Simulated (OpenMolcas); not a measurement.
# CH2ClI (chloroiodomethane): a line through the functionals

The species is CH2ClI (5 atoms), meant as a singlet with charge 0. SMILES: `ClCI`. Geometry: relaxed at PBE0-D4/def2-TZVP.

The HOMO–LUMO gap y, in eV, basis def2-SVPD with a core potential; a is the functional's share of exact exchange. Programs: OpenMolcas 26.06.

| functional | program | a | y (eV) |
| --- | --- | --- | --- |
| revPBE | OpenMolcas | 0 | 4.13 |
| BLYP | OpenMolcas | 0 | 4.03 |
| B3LYP | OpenMolcas | 0.2 | ? |
| PBE0 | OpenMolcas | 0.25 | 6.16 |
| BHLYP | OpenMolcas | 0.5 | 8.05 |

Question: Fit y = c + s·a to the known rows and predict B3LYP.

Answer: 
1. Means of the 4 rows: a = 0.1875, y = 5.593.
2. Σ(Δa)² = 0.17188, Σ(Δa·Δy) = 1.3706, so the slope is 1.3706/0.17188 = 7.9742.
3. Intercept: 5.593 − (7.9742) × 0.1875 = 4.098. The largest residual of the fit is 0.068.
4. B3LYP: 4.098 + (7.9742) × 0.2 = 5.69 eV.

The run gave 5.67 eV, so the prediction is off by +0.02 eV, within the scatter of the fit. Exact exchange lowers occupied levels and raises empty ones. The rows mix families of semi-local functionals, which the line can't see.
